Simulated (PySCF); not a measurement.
Planning a shielding job on `C#C/C=C\C(=S)/C=C\C`.

Method: GIAO PBE0/pcSseg-1 NMR shielding, non-relativistic, gas phase (PySCF 2.14.0, density-fitted response routines). Geometry: GFN2-xTB. Work: shieldings, charges and field gradients, density and orbital grids written, density fitting. A driver script takes a list of jobs; this job's settings line and coordinates (Å) are shown.

Command:
```bash
OMP_NUM_THREADS=1 python probes_run.py task.json out
```

Input:
```
{"job": {"kind": "nmr", "xc": "PBE0", "basis": "pcSseg-1"}, "charge": 0, "multiplicity": 1}
C     -3.114050     1.387934     0.471215
C     -2.687799     0.308059     0.149367
C     -2.356356    -0.997743    -0.238684
C     -1.143593    -1.558726    -0.420306
C      0.180148    -1.004792    -0.274659
S      1.431136    -2.052625    -0.592458
C      0.370361     0.361969     0.119614
C      1.532872     1.017162     0.289711
C      2.901928     0.482186     0.108334
H     -3.428610     2.347612     0.756179
H     -3.228575    -1.620313    -0.409721
H     -1.134090    -2.598222    -0.725402
H     -0.545137     0.909507     0.293913
H      1.467030     2.054481     0.592589
H      3.028577     0.099978    -0.905403
H      3.067898    -0.368487     0.770718
H      3.651262     1.244049     0.304008
```

Hardware: one thread, Intel Xeon at 2.50 GHz (x86_64), shared host with 64 logical CPUs at a one-minute load of 56. PySCF's memory limit was set to 1280 MB.

Question: How large is the basis?

Answer: 200 functions for 72 electrons, with 1053 fitting functions; the fitted three-index integrals, 1053 × 200 × 201/2 numbers of 8 bytes, come to 160 MiB.

Question: What wall time should be expected on this hardware?

Answer: About 2.0 min. The SCF took 15 cycles.

Question: Estimate the peak memory.

Answer: About 0.88 GiB. Peak memory is the resident size of the whole Python process, interpreter and libraries included.

The SCF part of the output:
```
coarse grid: 15272 points
cycle   1  E = -707.0399973248  dE =  1.352e+00  |g| = 4.296e-01  |ddm| = 4.220e+00
cycle   2  E = -707.0047365118  dE =  3.526e-02  |g| = 5.566e-01  |ddm| = 1.333e+00
cycle   3  E = -707.0854823392  dE = -8.075e-02  |g| = 1.877e-01  |ddm| = 9.435e-01
cycle   4  E = -707.0955466628  dE = -1.006e-02  |g| = 5.088e-02  |ddm| = 3.107e-01
cycle   5  E = -707.0961192985  dE = -5.726e-04  |g| = 2.511e-02  |ddm| = 7.608e-02
cycle   6  E = -707.0962618210  dE = -1.425e-04  |g| = 7.521e-03  |ddm| = 2.620e-02
cycle   7  E = -707.0962786794  dE = -1.686e-05  |g| = 1.731e-03  |ddm| = 9.932e-03
cycle   8  E = -707.0962794630  dE = -7.837e-07  |g| = 3.384e-04  |ddm| = 2.083e-03
final grid: 144392 points
cycle   9  E = -707.1539787321  dE = -2.991e-05  |g| = 9.817e-03  |ddm| = 5.663e-02
cycle  10  E = -707.1539072559  dE =  7.148e-05  |g| = 1.778e-02  |ddm| = 3.528e-02
cycle  11  E = -707.1540043560  dE = -9.710e-05  |g| = 2.696e-03  |ddm| = 2.751e-02
cycle  12  E = -707.1540063398  dE = -1.984e-06  |g| = 6.261e-04  |ddm| = 3.389e-03
cycle  13  E = -707.1540064372  dE = -9.740e-08  |g| = 2.409e-04  |ddm| = 7.999e-04
cycle  14  E = -707.1540064512  dE = -1.403e-08  |g| = 5.983e-05  |ddm| = 2.330e-04
cycle  15  E = -707.1540064520  dE = -8.019e-10  |g| = 2.550e-05  |ddm| = 7.514e-05
converged SCF energy = -707.1540064520
```

On the final grid dE counts from the start density on that grid.

The host was shared with other jobs, so the times are rough.
